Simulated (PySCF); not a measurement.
Telling isomers of C$_{4}$H$_{12}$FPSi$_{2}$ apart by NMR

Computed data (PySCF 2.14.0 with density-fitted response routines): NMR shieldings at PBE0/pcSseg-1/GIAO, GFN2-xTB structure. Fast rotation and ring inversion assumed for equivalent nuclei, isolated molecule, one computed conformer, relativity neglected.

δ = σ(ref) − σ, references computed at the same level: 1H (σ = 31.72 ppm), 13C (σ = 186.93 ppm) against TMS. Splittings of carbon signals by F and P are missing where no couplings were computed. Where no couplings were computed, multiplicities follow the n + 1 count of equivalent neighbours, and m marks all less simple cases (inequivalent or close neighbours, rings, F or P nearby). Shifts are as computed. Against solution values, carbons near 30 ppm lie about +3 ppm off and those near 130 ppm about +5 ppm. Of 1211 compounds with measured shifts, 218 miss one by over three times the rms of a fit or turn the order of signals round; such compounds aren't used in these exercises.

(1) Tabulate the signals of `C[SiH2]/C=C(/CF)[SiH2]P`, `FCC/C(=C\[SiH3])[SiH2]P` and their relative energies.

(2) What is the quickest way to tell C[SiH2]/C=C(/CF)[SiH2]P from FCC/C(=C\[SiH3])[SiH2]P?

Results:

(1) 
```tsv
SMILES	carbon types	δC	δH	E rel. (kcal/mol)
C[SiH2]/C=C(/CF)[SiH2]P	1×C 1×CH 1×CH2 1×CH3	162.2, 141.0, 89.3, -7.0	7.15 (m, 1H), 5.30 (m, 2H), 4.58 (m, 2H), 4.58 (m, 2H), 1.23 (m, 2H), 0.32 (t, 3H)	0.0
FCC/C(=C\[SiH3])[SiH2]P	1×C 1×CH 2×CH2	162.3, 147.2, 84.2, 44.4	6.71 (m, 1H), 4.91 (m, 2H), 4.90 (m, 2H), 4.19 (d, 3H), 2.65 (m, 2H), 1.06 (m, 2H)	10.3
```

Energies are electronic energies at PBE0/pcSseg-1 on these geometries, without zero-point or thermal terms, each for the one conformer computed, which needn't be the lowest.

(2) Both give the same number of carbon signals, but DEPT or the intensities differ. The first has a methyl carbon bonded to Si (CH3) at -7.0 ppm, the second an allylic sp3 CH2 at 44.4 ppm. Their most deshielded carbons lie at 162.2 and 162.3 ppm. In the proton spectra the most deshielded non-exchanging signals are 7.15 (m, 1H) and 6.71 (m, 1H).
